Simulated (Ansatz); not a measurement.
Reaction (formal exchange of groups at a C–N bond): `CBNC[SiH3]` + `C=[Se]` → `[SiH3]CC=[Se]` + `CBN`

Computed with Ansatz on PBE0-D4/def2-TZVP structures; ΔE is electronic, products minus reactants. CBS: MP2 limit from def2 TZ/QZ plus the TZ coupled-cluster correction, frozen cores. Functionals use def2-TZVPP. B3LYP here is the variant with VWN-RPA as its local correlation; programs differ in this. For Se outer-core shells are correlated without core-valence functions, which leaves a few kJ/mol of doubt a bond. Scalar relativity is left out up to krypton. One conformer a species, not always the lowest.

```tsv
level	ΔE (kcal/mol)	difference from CCSD(T)/CBS
r2SCAN-D4	-19.9	-2.3
PBE0-D4	-18.9	-1.3
B3LYP-D4	-18.0	-0.4
ωB97X-V	-17.2	0.4
B2PLYP	-18.0	-0.4
PBE0	-18.7	-1.1
B3LYP	-17.5	0.1
MP2/def2-TZVPP	-19.2	-1.6
SCS-MP2/def2-TZVPP	-17.5	0.1
CCSD(T)/def2-TZVPP	-16.9	0.7
HF/def2-QZVPP	-17.1	0.5
MP2/def2-QZVPP	-19.6	-2.0
SCS-MP2/def2-QZVPP	-17.9	-0.3
HF/CBS(def2)	-17.1	0.5
MP2/CBS(def2)	-19.9	-2.3
CCSD/CBS(def2)	-17.3	0.3
CCSD(T)/CBS	-17.6	0
```

Largest T1 diagnostic among the species: 0.016.
